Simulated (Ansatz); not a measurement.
A structure relaxed at PBE-D4/def2-SVP in Ansatz, charge 0, singlet:

Cartesian coordinates in Å:
```
C 7.125 -7.094 -1.536
Si 7.350 -5.473 -2.487
C 9.037 -4.714 -2.090
C 7.187 -5.785 -4.346
C 6.043 -4.281 -1.971
C 5.167 -3.482 -1.610
C 4.172 -2.581 -1.209
S 2.537 -2.658 -1.870
C 2.000 -1.286 -0.913
C 0.654 -0.798 -0.944
S 0.104 0.543 0.052
C -1.550 0.409 -0.532
C -2.570 1.290 -0.032
S -2.530 1.849 1.632
C -3.994 2.811 1.436
C -4.515 3.583 2.482
C -4.970 4.265 3.413
Si -5.642 5.276 4.799
C -7.286 4.531 5.366
C -4.386 5.247 6.213
C -5.908 7.048 4.192
C -4.482 2.668 0.133
C -3.679 1.824 -0.693
O -3.958 1.616 -2.011
C -5.313 1.939 -2.325
C -5.696 3.295 -1.747
O -5.603 3.293 -0.319
C -1.651 -0.621 -1.470
C -0.411 -1.283 -1.706
O -0.281 -2.326 -2.578
C -1.542 -2.911 -2.919
C -2.575 -1.831 -3.215
O -2.811 -1.014 -2.067
C 3.057 -0.806 -0.133
C 4.272 -1.527 -0.293
O 5.409 -1.213 0.384
C 5.341 0.081 0.991
C 3.996 0.303 1.672
O 2.931 0.255 0.717
H 7.902 -7.831 -1.826
H 6.131 -7.541 -1.744
H 7.199 -6.925 -0.442
H 9.181 -3.760 -2.637
H 9.130 -4.504 -1.006
H 9.855 -5.407 -2.379
H 7.313 -4.845 -4.919
H 7.958 -6.507 -4.690
H 6.190 -6.204 -4.591
H -7.149 3.487 5.714
H -7.716 5.122 6.202
H -8.022 4.520 4.537
H -4.208 4.211 6.564
H -4.754 5.844 7.074
H -3.414 5.670 5.890
H -6.319 7.683 5.005
H -6.620 7.072 3.343
H -4.954 7.498 3.850
H -5.992 1.149 -1.927
H -5.390 1.950 -3.430
H -6.745 3.549 -1.994
H -5.029 4.084 -2.165
H -1.366 -3.546 -3.808
H -1.896 -3.555 -2.081
H -2.230 -1.199 -4.065
H -3.548 -2.287 -3.484
H 5.505 0.868 0.218
H 6.167 0.129 1.727
H 3.834 -0.472 2.456
H 3.954 1.303 2.145
```

**Question.** Give its formula, name or SMILES.

**Answer.** `C[Si](C)(C)C#Cc1sc(-c2sc(-c3sc(C#C[Si](C)(C)C)c4c3OCCO4)c3c2OCCO3)c2c1OCCO2`.

**Question.** Summarise the bond lengths by kind (pairs closer than 1.2 times the sum of covalent radii, bridged metal pairs left out).

**Answer.** 18 × C–C 1.24 to 1.52 Å; 12 × C–O 1.36 to 1.43 Å; 8 × C–Si 1.84 to 1.89 Å; 6 × C–S 1.76 to 1.77 Å; 30 × C–H 1.11 Å.

Single mean-field runs in def2-SVP are fitted with def2-universal-jkfit.
